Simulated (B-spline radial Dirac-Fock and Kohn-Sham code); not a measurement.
## Binding energies of Nb⁺ in different valence configurations

Calculated with an atomic code on a B-spline grid, using Dirac-Fock (average of configuration) total-energy differences with a finite nucleus, the Breit interaction including its frequency dependence, and self-energy and vacuum-polarisation corrections. Correlation energy is missing from these numbers.

Reference: the tabulated ground configuration [Kr] 4d4, with 2p3/2 2384.2 eV, 3s 484.1 eV, 3p3/2 378.3 eV, 3d3/2 219.6 eV, 4p1/2 48.79 eV, 4p3/2 46.71 eV, Kα1 16613.9 eV, Kβ1 18619.8 eV, Lα1 2167.4 eV.

Problem. One of these configurations gives the following shifts from the reference, in eV: average energy -0.04, 2p3/2 +4.20, 3s +4.15, 3p3/2 +4.13, 3d3/2 +4.08, 4p1/2 +3.12, 4p3/2 +3.07, Kα1 -0.28, Kβ1 -0.21, Lα1 +0.12. Which?
A. [Kr] 4d3 5s1
B. [Kr] 4d3 5p1
C. [Kr] 4d2 5s2

Solution. A. The others give [Kr] 4d3 5p1: 2p3/2 +5.45; [Kr] 4d2 5s2: 2p3/2 +8.96.
